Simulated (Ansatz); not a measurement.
One change: `OB[SiH](O)F` becomes `O[SiH](O)F`.

Ansatz, PBE0-D4/def2-TZVP geometries, multiplicity 1. Each molecule was computed in one conformer, which needn't be the lowest.

| property | `OB[SiH](O)F` |
| --- | --- |
| LUMO energy (PBE0/def2-TZVPP) / eV | -1.24 |
| size of the dipole moment (ωB97M-V/def2-TZVPP) / D | 1.77 |
| LUMO energy (B3LYP/def2-TZVPP) / eV | -1.45 |
| size of the dipole moment (B3LYP/def2-TZVPP) / D | 1.78 |
| HOMO–LUMO gap (PBE/def2-TZVPP) / eV | 4.32 |
| HOMO energy (B3LYP/def2-TZVPP) / eV | -7.72 |

Q: What does the change do to each property? (Best estimate.)

A: The calculation gave: 
| property | `O[SiH](O)F` | shift |
| --- | --- | --- |
| LUMO energy (PBE0/def2-TZVPP) / eV | 0.70 | 1.94 |
| size of the dipole moment (ωB97M-V/def2-TZVPP) / D | 1.54 | -0.23 |
| LUMO energy (B3LYP/def2-TZVPP) / eV | 0.29 | 1.74 |
| size of the dipole moment (B3LYP/def2-TZVPP) / D | 1.52 | -0.26 |
| HOMO–LUMO gap (PBE/def2-TZVPP) / eV | 7.75 | 3.43 |
| HOMO energy (B3LYP/def2-TZVPP) / eV | -9.38 | -1.66 |

With PBE0 the HOMO falls by 1.73 eV and the LUMO rises by 1.94 eV, so the gap widens by about 3.67 eV. PBE moves the HOMO by -1.40 eV and ωB97M-V by -1.94 eV. The zero-point energy changes by -36.3 kJ/mol with -6 modes. Dipoles are sizes alone; their direction can turn.

B3LYP here is the variant with VWN-RPA as its local correlation; programs differ in this.
